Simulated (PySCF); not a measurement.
**Vertical excitation energies**

C3H7FOSi2.
Geometry (GFN2-xTB, Å), atoms numbered from 1 in this order:
```xyz
14
C3H7FOSi2 angstrom
C     -1.050   -1.460   -1.046
C     -0.459   -0.321   -0.291
C     -1.047    0.399    0.677
F     -2.312    0.172    1.117
Si     0.194    1.728    1.251
Si     1.256    0.517   -0.434
O      2.548   -0.433   -0.130
H     -1.103   -1.213   -2.106
H     -2.051   -1.695   -0.688
H     -0.420   -2.344   -0.947
H      0.514    1.609    2.681
H     -0.299    3.092    1.040
H      1.627    0.958   -1.773
H      2.600   -1.010    0.627
```

Level of theory: TDDFT wB97X-D/def2-SVPD, vertical, gas phase, core orbitals frozen in the response in PySCF 2.14.0, density-fitted response routines.

Problem. Predict the UV-vis stick spectrum at this level.

Solution. 

```csv
state,E (eV),E (kJ/mol),λ (nm),f,|μ| (D),"main configurations (H = HOMO, L = LUMO)"
S1,5.99,578,206.9,0.0023,0.32,"H→L (42%), H-1→L (27%), H→L+1 (10%)"
S2,6.32,610,196.2,0.015,0.79,"H→L+1 (54%), H-1→L (17%), H-1→L+1 (13%)"
S3,6.53,630,190.0,0.030,1.11,"H→L (39%), H-1→L (31%), H-1→L+2 (11%)"
S4,6.59,636,188.1,0.0065,0.51,"H→L+1 (24%), H→L+2 (23%), H-1→L+1 (21%)"
S5,6.90,665,179.8,0.011,0.64,"H-1→L+2 (62%), H→L+2 (12%), H-1→L+3 (9%)"
S6,6.94,669,178.7,0.113,2.07,"H→L+3 (22%), H-2→L+1 (20%), H-1→L+1 (17%)"
S7,7.05,681,175.8,0.077,1.69,"H→L+2 (18%), H-2→L (18%), H-2→L+1 (12%)"
S8,7.25,699,171.0,0.114,2.04,"H→L+3 (44%), H→L+2 (15%)"
```

Triplets (Tamm–Dancoff): T1 4.51 eV, H→L+1 (26%), H-1→L+1 (24%), H→L (14%); T2 5.51 eV, H→L (39%), H-1→L (28%), H→L+1 (10%); T3 5.78 eV, H-1→L+1 (38%), H→L+1 (36%), H-1→L (8%).

The lowest singlet lies at 5.99 eV (207 nm, ultraviolet) and is very weak; its leading configuration is HOMO→LUMO (42%). The largest oscillator strength of a single state is 0.114. Löwdin shares by element: HOMO carbon 37% or more, silicon 31% (atoms not listed hold the other 32%); LUMO silicon 41%, oxygen 16%, carbon 12% or more (atoms not listed hold the other 31%). The listed states span 1.26 eV, and the widest gap between neighbours is 0.32 eV (S1 to S2). Of the 8 states listed, 6 reach f = 0.01 and none stays under 0.0005. Weighted by f, the mean energy of these states is 6.99 eV. Singlets were solved by full linear response, triplets in the Tamm–Dancoff approximation.

One conformer stands for the species.
